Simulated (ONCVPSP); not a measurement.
# F: one change to an ONCV potential, before and after

| Property | Result |
| --- | --- |
| Element | F |
| Generator | ONCVPSP 4.0.1 |
| Type | optimised norm-conserving Vanderbilt (ONCV) |
| Functional | PBE |
| Relativity | scalar-relativistic |
| Frozen core | [He] |
| Valence charge | 7 |
| Reference configuration | 2s2 2p2 (charge +3) |
| Partial waves | 2s: rc 0.50 bohr, ncon 3, nbas 8, qcut 10.3 1/bohr, 2 projectors, debl 0.8 Ha; 2p: rc 1.45 bohr, ncon 3, nbas 6, qcut 11.1 1/bohr, 1 projector; d scattering state at 0.45 Ha: rc 1.35 bohr, ncon 4, nbas 8, qcut 6.4 1/bohr, 2 projectors, debl 0.6 Ha |
| Local potential | polynomial inside 0.45 bohr (lpopt 5, dvloc0 0 Ha) |
| Core correction | Teter function, fcfact 5.75, rcfact 1.5 |

In the s channel the program set the typed energies aside and used -3.352, 0.250 Ha.

Change: reference 2s2 2p5. In the s channel the program set the typed energies aside and used -1.099, 0.250 Ha.

Cutoffs: the cutoffs (Ha) at which the residual kinetic energy of the hardest occupied pseudo-wave falls to 1 and 0.1 mHa per electron; they do not see the model core or the augmentation charge, which bear on the density cutoff. Errors are all-electron minus pseudo energies relative to the spin-unpolarised reference configuration.

Task: What does the change do?

Result: The potential gets neither clearly harder nor softer (265 Ha and 812 Ha → 277 Ha and 809 Ha); both files keep a bound ghost (s); the range in which the p phases agree widens (upper end -0.7 → 1.6).

| quantity | base | changed |
| --- | --- | --- |
| cutoff, loose | 265 Ha | 277 Ha |
| cutoff, tight | 812 Ha | 809 Ha |
| loose cutoff by channel | s 265 Ha, p 38 Ha | s 277 Ha, p 36 Ha |
| bound ghosts | s | s |
| GHOST(+) flags under 300 eV | d at 100.5 eV | d at 113.7 eV |
| largest error over its own tests, meV | +811 | +2397 |
| s: phases at 0.51 bohr within 0.05 rad from the reference energy up to (Ha; the scan ends near 5) | to the end of the scan | to the end of the scan |
| p: phases at 1.47 bohr within 0.05 rad from the reference energy up to (Ha; the scan ends near 5) | -0.7 | 1.6 |
| d: phases at 1.37 bohr within 0.05 rad from the reference energy up to (Ha; the scan ends near 5) | 3.4 | 3.8 |
| rms error of d²Exc/dni dnj with the model core, mHa | 3.97 | 1.67 |

 A true bound ghost makes a file unfit for plane-wave use even where its test errors are small: the radial tests pick states by their node count and pass the ghost by.
